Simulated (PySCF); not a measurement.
ClH₆N₃Sn, SMILES [NH2][Sn]([NH2])([NH2])[Cl].

Coordinates come from a PBE-D3(BJ)/def2-SVP optimisation. The def2 effective core potentials stand for the cores of Sn; spin–orbit coupling is left out. Other conformers were not sampled.

The numbers are results of PySCF with PBE-D3(BJ)/def2-SVP, not measurements.

Frequencies are harmonic and unscaled.

Modes within 1.5 cm⁻¹ of each other (mostly degenerate sets) share a row, with their intensities summed.

Computed vibrational spectrum:
```tsv
mode	ν (cm⁻¹)	IR (km/mol)	moving atoms (share of kinetic energy)
1–2	89	47.4	N 48 %, H 27 %, Cl 20 %
3–4	148	15.7	N 57 %, H 27 %, Sn 14 %
5	151	0.9	N 61 %, H 19 %, Sn 15 %
6–7	164	37.3	H 75 %, N 14 %, Cl 8 %
8	236	16.9	H 92 %
9	336	49.2	Cl 75 %, Sn 20 %
10	527	94.2	N 86 %, H 9 %
11–12	547	182.4	N 74 %, H 16 %, Sn 9 %
13–14	655	80.3	H 76 %, N 18 %
15	667	131.4	H 85 %, N 15 %
16	831	18.3	H 91 %, N 8 %
17–18	856	30.8	H 90 %, N 9 %
19–21	1486	34.9	H 92 %
22–24	3403	37.1	H 96 %
25–27	3504	36.1	H 92 %, N 8 %
```
